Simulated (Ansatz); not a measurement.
Stepwise reaction of `[SiH3][SiH](Br)Br` with hydrogen, as a gas-phase model of exchange steps in deposition or etching. ΔE in kJ/mol; ΔG adds harmonic PBE0-D4 terms to CCSD(T)/CBS, at 1 bar.

Calculated with Ansatz (gas phase, PBE0-D4/def2-TZVP geometries, no zero-point term in ΔE). CCSD(T)/CBS adds triple-zeta CCSD(T) − MP2 to the extrapolated MP2 energy (def2 sets, frozen cores). This one scheme is used for every species. DFT in def2-TZVPP. B3LYP here is the variant with VWN-RPA as its local correlation; programs differ in this. For Br outer-core shells are correlated without core-valence functions, which leaves a few kJ/mol of doubt a bond. Scalar relativity is left out up to krypton.

```csv
step,reaction,PBE-D4,B3LYP-D4,ωB97M-V,CCSD(T)/CBS,ΔG(500 K)
1,`[SiH3][SiH](Br)Br` + H₂ → `[SiH3][SiH2]Br` + HBr,77.8,74.7,74.8,77.6,69.5
2,`[SiH3][SiH2]Br` + H₂ → `[SiH3][SiH3]` + HBr,69.9,68.3,69.9,72.9,72.4
```

**Question.** By hand: ΔE of the 2 steps together at CCSD(T)/CBS.

**Answer.** (77.6) + (72.9) = 150.5 kJ/mol, or 75.2 kJ/mol a step.

In ΔE the steps differ by no more than 4.7 kJ/mol. All are uphill at CCSD(T)/CBS. ΔG lies between 69.5 and 72.4 kJ/mol a step. PBE-D4 differs from CCSD(T)/CBS by -3.0 to 0.2 kJ/mol a step. Isolated molecules leave out the surface, adducts and barriers. Largest T1 diagnostic: 0.013.
